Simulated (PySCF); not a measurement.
A GIAO shielding run with PySCF (density fitting, non-relativistic, gas phase) on SMILES C=CC[Si@@H]1[SiH2][SiH2][Si@H]1C, C$_{4}$H$_{14}$Si$_{4}$:

```
{"job": {"kind": "nmr", "xc": "PBE0", "basis": "pcSseg-1"}, "charge": 0, "multiplicity": 1}
C      2.894161     1.140455    -1.147228
C      2.765948     0.593573     0.049883
C      2.063203    -0.679978     0.325309
Si     0.306661    -0.344944     1.037342
Si    -1.015662    -2.301887     0.924934
Si    -2.234403    -1.365562    -0.862371
Si    -1.088424     0.689846    -0.579624
C     -2.213883     2.015393     0.201501
H      2.516673     0.653280    -2.031999
H      3.387443     2.085775    -1.296117
H      3.154776     1.107383     0.920088
H      2.635002    -1.277399     1.035193
H      1.960055    -1.259740    -0.592463
H      0.561847     0.299934     2.342364
H     -0.329292    -3.578310     0.683680
H     -1.805109    -2.581958     2.131999
H     -2.032472    -2.036785    -2.154585
H     -3.699002    -1.353623    -0.736689
H     -0.491404     1.352289    -1.755264
H     -2.980367     2.351877    -0.490247
H     -2.716812     1.620521     1.079864
H     -1.649350     2.889245     0.512796
```

Hardware: 1 thread of an x86-64 server CPU, shared host. The job also computes population analyses, field gradients.

Q: How large is the calculation?

A: 94 electrons, 234 basis functions and 1308 auxiliary functions.

Q: How long does it take?

A: 60 s of wall time, with 12 SCF cycles and 5 response iterations. Times on a shared host scatter by some tens of per cent.
